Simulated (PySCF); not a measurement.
Assignment exercise: C$_{7}$H$_{6}$O$_{2}$

Bonds (- single, = double, # triple, : aromatic): O1=C2 1.204 Å, C2-O3 1.346 Å, C2-C4 1.480 Å, C4:C5 1.392 Å, C5:C6 1.383 Å, C6:C7 1.389 Å, C7:C8 1.388 Å, C8:C9 1.385 Å, C9:C4 1.392 Å. O3 carries H10; C5 carries H11; C6 carries H12; C7 carries H13; C8 carries H14; C9 carries H15.

- coordinates at the PBE0-D3(BJ)/def2-TZVP level
- GIAO B97-2/pcSseg-2 shieldings
- program: PySCF
- rapidly exchanging positions averaged, in vacuum, one computed conformer, non-relativistic

Chemical shifts δ = σref − σ; 13C, 1H against TMS, all at this level.

(1) Assign these signals to the numbered atoms. 13C{1H} NMR (computed): δ 172.7, 140.5, 138.6, 135.1, 134.6.

(2) Assign these signals to the numbered atoms. 1H NMR (600 MHz, computed): δ 8.59 (d, 2H), 7.85 (m, 1H), 7.72 (m, 2H), 6.15 (br s, 1H).

## Answers

(1) 
| δ (ppm) | atoms | environment | reason |
| --- | --- | --- | --- |
| 172.7 | C2 | carboxylic acid carbon | lone-pair donation from the attached heteroatom keeps it upfield of a ketone carbonyl |
| 140.5 | C7 | aromatic CH | – |
| 138.6 | C5/C9 | aromatic CH | the aromatic region |
| 135.1 | C4 | substituted aromatic carbon | – |
| 134.6 | C6/C8 | aromatic CH | the aromatic region |

C7 and C5/C9; C4 and C6/C8 lie closer than the usual error of such a calculation, so a measured spectrum could show them in the other order.

(2) 
| δ (ppm) | atoms | environment | reason |
| --- | --- | --- | --- |
| 8.59 | H11/H15 | hydrogen on an aromatic CH | ring current plus the deshielding of an ortho carbonyl group |
| 7.85 | H13 | hydrogen on an aromatic CH | – |
| 7.72 | H12/H14 | hydrogen on an aromatic CH | – |
| 6.15 | H10 | hydrogen on an acid hydroxyl oxygen | exchangeable; this is the value without hydrogen bonding to other molecules |

Exchangeable OH/NH protons stand at their gas-phase positions; hydrogen bonding in a real sample shifts them, mostly to higher δ. Shifts are as computed. Against solution values, carbons near 30 ppm lie about +3 ppm off and those near 130 ppm about +7 ppm. Of 1309 compounds with measured shifts, 239 miss one by over three times the rms of a fit or turn the order of signals round; such compounds aren't used in these exercises. The C=O carbon of an acid or of an amide with N–H lies up to 10 ppm further downfield in solution, through hydrogen bonding that the calculation lacks. No couplings were computed; multiplicities are counted from neighbouring protons, with m where these are inequivalent, close in shift, in a saturated or five-membered ring or joined by F or P, and br s for small geminal =CH2 splittings.
